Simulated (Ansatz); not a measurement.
Consider the formal loss of a carbene: `C[Se][InH][Cl]` → `[CH2]` (triplet) + `[Cl][InH][SeH]`.

Computed with Ansatz on PBE0-D4/def2-TZVP structures; ΔE is electronic, products minus reactants. CCSD(T)/CBS is the MP2 limit (def2-TZVPP, def2-QZVPP) plus CCSD(T) − MP2 in def2-TZVPP, frozen cores. This one scheme is used for every species. Functionals use def2-TZVPP. HSE06 is defined as in plane-wave codes. Triplets are unrestricted, without spin–orbit coupling. Elements past krypton have def2 core potentials. For In, Se outer-core shells are correlated without core-valence functions, which leaves a few kJ/mol of doubt a bond. Scalar relativity is left out up to krypton. Each species was taken in one conformer, which may not be the lowest.

```
             level  ΔE (kJ/mol)  difference from CCSD(T)/CBS
         revPBE-D4        425.2                         -5.3
        r2SCANh-D4        403.8                        -26.7
           r2SCANh        401.7                        -28.8
             HSE06        419.8                        -10.7
         CAM-B3LYP        415.8                        -14.7
RPA@PBE/def2-TZVPP        412.4                        -18.1
       HF/def2-SVP        274.8                       -155.7
      MP2/def2-SVP        408.7                        -21.8
     CCSD/def2-SVP        388.0                        -42.5
     HF/def2-QZVPP        275.0                       -155.5
       CCSD(T)/CBS        430.5                            0
```

Largest T1 diagnostic among the species: 0.012.

From PBE to PBE0 (25 % exact exchange), in def2-TZVPP and without D4, ΔE moves by −10.4 kJ/mol. Leaving LDA and LC-ωPBE aside and taking each functional with its dispersion term where it has one, the values, not all of them listed here, spread over 37.0 kJ/mol, from r2SCAN0-D4 to ωB97X-V. LDA lies +67.3 kJ/mol from PBE without D4.
